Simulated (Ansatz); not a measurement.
# What each rung costs, and what it gives

Saddle point of Ge₂H₅Cl, closed shell (Ge₂H₅Cl ([Cl][GeH2][GeH3]) → GeH₃Cl ([Cl][GeH3]) + GeH₂ (still joined by a long Ge–Cl bond); bonds formed: Ge1–Cl3; bonds broken: Ge1–Ge2; bonds weakened to dative contacts: Ge2–Cl3), PBE0-D4/def2-TZVP structure:

Ge1  (-0.066, -0.441, 1.215)
Ge2  (-0.259, 0.927, -1.164)
Cl3  (0.950, -1.162, -0.823)
H4  (-1.059, 0.456, -2.425)
H5  (0.925, 1.690, -1.848)
H6  (-1.592, -0.567, 1.280)
H7  (0.556, 0.793, 1.879)
H8  (0.544, -1.696, 1.885)
(Å)

Barriers are electronic and count from the start structure reached by relaxing down the imaginary mode.

Ansatz 0.2.0; basis: as named in each row; cores frozen in the correlated methods. Filled d shells of the heavier atoms are correlated. The def2 sets are not built for correlating such inner shells, so the correlated values are less sure here. B3LYP uses VWN-RPA correlation. Extrapolation: Hartree–Fock as exp(−7.88 √X), correlation as X^−2.97.

Times are rough, for one single point on 4 threads of a shared host (Intel Xeon).

The estimate by CCSD(T) at an estimated basis limit (MP2 extrapolated from triple and quadruple zeta, plus CCSD(T) − MP2 in triple zeta) is 47.47 kcal/mol.

```tsv
method	basis	time (s)	barrier (kcal/mol)	method less estimate
HF	STO-3G	under 1	83.50	36.03
PBE-D4	STO-3G	1	70.69	23.22
SPW92	def2-SVP	1	40.33	-7.14
PBE-D4	def2-SVP	2	39.84	-7.63
B3LYP-D4	6-31G	2	44.61	-2.87
PBE0-D4	def2-SVP	2	44.46	-3.01
SPW92	def2-TZVPP	3	41.37	-6.11
BLYP-D4	def2-TZVPP	3	39.77	-7.70
PBE-D4	def2-TZVPP	4	40.66	-6.81
BHLYP-D4	def2-TZVPP	6	48.14	0.66
B3LYP-D4	def2-TZVPP	6	43.64	-3.83
CAM-B3LYP-D4	def2-TZVPP	7	47.32	-0.15
r2SCAN-D4	def2-TZVPP	8	44.84	-2.63
PBE0-D4	def2-TZVPP	8	45.08	-2.39
RPA on PBE	def2-TZVPP	8	45.94	-1.53
wB97M-V	def2-SVP	9	44.24	-3.23
r2SCAN0-D4	def2-TZVPP	10	47.39	-0.08
B2PLYP	def2-TZVPP	10	46.55	-0.93
CCSD(T)	def2-SVP	11	47.37	-0.11
PBE-QIDH	def2-TZVPP	11	49.17	1.69
B97M-V	def2-TZVPP	12	44.91	-2.56
wB97X-V	def2-TZVPP	13	48.41	0.94
wB97M-V	def2-TZVPP	15	44.99	-2.48
MP2	def2-QZVPP	46	49.05	1.58
CCSD(T)	def2-TZVPP	140	48.53	1.06
```

All methods are single points on the PBE0-D4 structures.

T1 diagnostic: at most 0.013.

Losses and insertions of silylenes and their heavier kin drive the gas-phase chemistry of silicon and germanium vapour deposition.

Labels in which every atom is bracketed show which atoms are joined, not bond orders.
